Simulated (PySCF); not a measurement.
C2H12Ge2OSi.
Structure used (PBE0-D3(BJ)/def2-SVP), in Å, numbered top down from 1:
```
atom  x, y, z in Å
C1    -2.3786    1.3811   -0.4257
C2    -2.0379   -0.0795   -0.2377
O3    -0.6410   -0.2302   -0.2579
Ge4    0.1309   -1.8413   -0.0730
Ge5    2.4451   -1.1449   -0.1601
Si6    2.2979    1.2087   -0.5056
H7    -3.4682    1.5362   -0.4124
H8    -1.9287    1.9844    0.3770
H9    -1.9842    1.7448   -1.3863
H10   -2.5110   -0.6831   -1.0393
H11   -2.4586   -0.4450    0.7215
H12   -0.3376   -2.4539    1.2681
H13   -0.3490   -2.7465   -1.2319
H14    3.1898   -1.8514   -1.3092
H15    3.1664   -1.4850    1.1584
H16    3.6730    1.7913   -0.6105
H17    1.5653    1.4853   -1.7750
H18    1.5987    1.8421    0.6494
```

Level of theory: PBE0-D3(BJ)/def2-SVP geometry optimisation, gas phase (PySCF).

Masses are those of the commonest isotopes; rigid-rotor values at the optimised geometry. The values belong to one conformer with, in the numbering `[CH3:1][CH2:2][O:3][GeH2:4][GeH2:5][SiH3:6]`, C1–C2–O3–Ge4 180°, C2–O3–Ge4–Ge5 -178°, O3–Ge4–Ge5–Si6 -2°.

**Question.** What are A, B and C (MHz)?

**Answer.** Ia = 329.21, Ib = 644.03, Ic = 948.00 u·Å²; 505379 MHz·u·Å²/I gives A = 1535, B = 784.7, C = 533.1 MHz.

**Question.** Classify the top.

**Answer.** An asymmetric top. Ray's parameter κ = (2B − A − C)/(A − C) = -0.498; −1 is the prolate and +1 the oblate limit.

**Question.** What does the inertial defect say?

**Answer.** Not planar: Δ = Ic − Ia − Ib = -25.23 u·Å². For a rigid frame Δ = −2 Σ m c², so Σ m c² = 12.62 u·Å² lies off the ab plane: 12.55 from hydrogen and 0.06 from heavier atoms. The atom farthest from that plane is 1.29 Å away.

**Question.** Predict some low-J microwave lines.

**Answer.** The dipole components are |μa| = 0.59 D, |μb| = 0.85 D, |μc| = 0.01 D. Intensities carry the squares of the components, which stand as 0.48 : 1.00 : 0.00 (a : b : c). Some lines, for components of 0.1 D or more:

```json
{"type": "b", "branch": "Q", "J(Ka,Kc)": "1(1,0) ← 1(0,1)", "MHz": "1002", "lower level (cm⁻¹)": "0.044"}
{"type": "b", "branch": "Q", "J(Ka,Kc)": "2(1,1) ← 2(0,2)", "MHz": "1307", "lower level (cm⁻¹)": "0.130"}
{"type": "a", "branch": "R", "J(Ka,Kc)": "1(0,1) ← 0(0,0)", "MHz": "1318", "lower level (cm⁻¹)": "0.000"}
{"type": "a", "branch": "Q", "J(Ka,Kc)": "3(1,2) ← 3(1,3)", "MHz": "1502", "lower level (cm⁻¹)": "0.267"}
{"type": "b", "branch": "R", "J(Ka,Kc)": "2(0,2) ← 1(1,1)", "MHz": "1832", "lower level (cm⁻¹)": "0.069"}
{"type": "b", "branch": "Q", "J(Ka,Kc)": "3(1,2) ← 3(0,3)", "MHz": "1846", "lower level (cm⁻¹)": "0.255"}
{"type": "b", "branch": "R", "J(Ka,Kc)": "3(1,2) ← 2(2,1)", "MHz": "2042", "lower level (cm⁻¹)": "0.249"}
{"type": "b", "branch": "R", "J(Ka,Kc)": "1(1,1) ← 0(0,0)", "MHz": "2068", "lower level (cm⁻¹)": "0.000"}
{"type": "b", "branch": "Q", "J(Ka,Kc)": "3(2,1) ← 3(1,2)", "MHz": "2164", "lower level (cm⁻¹)": "0.317"}
{"type": "a", "branch": "R", "J(Ka,Kc)": "2(1,2) ← 1(1,1)", "MHz": "2384", "lower level (cm⁻¹)": "0.069"}
{"type": "a", "branch": "R", "J(Ka,Kc)": "2(0,2) ← 1(0,1)", "MHz": "2582", "lower level (cm⁻¹)": "0.044"}
{"type": "a", "branch": "R", "J(Ka,Kc)": "2(1,1) ← 1(1,0)", "MHz": "2887", "lower level (cm⁻¹)": "0.077"}
{"type": "b", "branch": "Q", "J(Ka,Kc)": "3(2,2) ← 3(1,3)", "MHz": "3414", "lower level (cm⁻¹)": "0.267"}
{"type": "a", "branch": "R", "J(Ka,Kc)": "3(1,3) ← 2(1,2)", "MHz": "3546", "lower level (cm⁻¹)": "0.149"}
{"type": "a", "branch": "R", "J(Ka,Kc)": "3(0,3) ← 2(0,2)", "MHz": "3754", "lower level (cm⁻¹)": "0.130"}
{"type": "a", "branch": "R", "J(Ka,Kc)": "3(2,2) ← 2(2,1)", "MHz": "3953", "lower level (cm⁻¹)": "0.249"}
{"type": "a", "branch": "R", "J(Ka,Kc)": "3(2,1) ← 2(2,0)", "MHz": "4153", "lower level (cm⁻¹)": "0.251"}
{"type": "b", "branch": "Q", "J(Ka,Kc)": "3(3,0) ← 3(2,1)", "MHz": "4166", "lower level (cm⁻¹)": "0.389"}
{"type": "a", "branch": "R", "J(Ka,Kc)": "3(1,2) ← 2(1,1)", "MHz": "4293", "lower level (cm⁻¹)": "0.174"}
{"type": "b", "branch": "R", "J(Ka,Kc)": "2(2,1) ← 1(1,0)", "MHz": "5139", "lower level (cm⁻¹)": "0.077"}
{"type": "b", "branch": "R", "J(Ka,Kc)": "2(2,0) ← 1(1,1)", "MHz": "5444", "lower level (cm⁻¹)": "0.069"}
{"type": "b", "branch": "R", "J(Ka,Kc)": "3(2,1) ← 2(1,2)", "MHz": "7212", "lower level (cm⁻¹)": "0.149"}
{"type": "b", "branch": "R", "J(Ka,Kc)": "3(3,1) ← 2(2,0)", "MHz": "8312", "lower level (cm⁻¹)": "0.251"}
```

PBE0-D3(BJ)/def2-SVP frequencies: not computed here. These are rigid-rotor constants of the computed structure; measured ground-state constants (B0) also hold zero-point vibration. A rigid rotor knows nothing of internal rotation, which can split or shift real lines.
